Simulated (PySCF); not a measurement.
C$_{3}$H$_{9}$ClSi (SMILES CC[SiH](C)Cl), singlet, geometry from GFN2-xTB. Base run: M062X/6-31G in PySCF.

Input for PySCF:
```python
from pyscf import gto, scf, dft, solvent

mol = gto.Mole()
mol.atom = '''
    Si    0.188052    0.149389    0.410762
    C     1.310089   -1.372676    0.595655
    Cl    1.088175    1.471623   -0.842777
    C    -1.496834   -0.325107   -0.343484
    C    -2.289700   -1.305783    0.515501
    H     0.009642    0.823547    1.700761
    H     0.898226   -2.082619    1.306180
    H     2.298344   -1.091648    0.948562
    H     1.437907   -1.890028   -0.352144
    H    -2.096292    0.574881   -0.495047
    H    -1.350819   -0.762268   -1.334086
    H    -3.249307   -1.533044    0.054887
    H    -2.476613   -0.888529    1.501998
    H    -1.744117   -2.237942    0.639408
'''
mol.basis = '6-31g'
mol.charge = 0
mol.spin = 0
mol.verbose = 4
mol.build()

mf = dft.RKS(mol)
mf.xc = 'm062x'
mf.kernel()
```

The base run was repeated with changes; each row names its change, and settings that it needs were set with it.

| change | ΔE vs base (kcal/mol) | dipole (D) | HOMO-LUMO gap (eV) |
|---|---|---|---|
| base | 0.000 | 2.96 | 10.94 |
| model = IEF-PCM; solvent = acetonitrile; r_probe = 0.5 | -1.56 | 3.43 | 10.95 |
| model = IEF-PCM; solvent = tetrahydrofuran | … | … | 10.95 |
| model = IEF-PCM; solvent = 2-propanol | -3.06 | 3.65 | 10.94 |
| model = ddCOSMO; solvent = acetonitrile | … | … | … |
| model = COSMO; solvent = acetonitrile | -3.16 | 3.67 | 10.94 |
| model = C-PCM; solvent = acetonitrile | -3.21 | 3.68 | 10.94 |
| model = IEF-PCM; solvent = acetonitrile | -3.18 | 3.68 | 10.94 |
| model = IEF-PCM; solvent = acetonitrile; vdw_scale = 1.0 | -5.38 | 3.85 | 10.96 |
| model = IEF-PCM; solvent = acetonitrile; lebedev_order = 41 | -3.19 | 3.68 | 10.94 |
| model = IEF-PCM; solvent = acetonitrile; vdw_scale = 1.4 | … | … | 10.94 |
| model = IEF-PCM; solvent = toluene | -1.57 | 3.31 | 10.95 |

### Question
Fill in the missing entries.

### Answer

- model = IEF-PCM; solvent = tetrahydrofuran, ΔE vs base (kcal/mol): -2.68
- model = IEF-PCM; solvent = tetrahydrofuran, dipole (D): 3.56
- model = ddCOSMO; solvent = acetonitrile, ΔE vs base (kcal/mol): -2.65
- model = ddCOSMO; solvent = acetonitrile, dipole (D): 3.60
- model = ddCOSMO; solvent = acetonitrile, HOMO-LUMO gap (eV): 10.97
- model = IEF-PCM; solvent = acetonitrile; vdw_scale = 1.4, ΔE vs base (kcal/mol): -2.01
- model = IEF-PCM; solvent = acetonitrile; vdw_scale = 1.4, dipole (D): 3.50

The base is the gas phase, so ΔE is the electrostatic part of solvation at a fixed geometry, without cavity and dispersion terms.
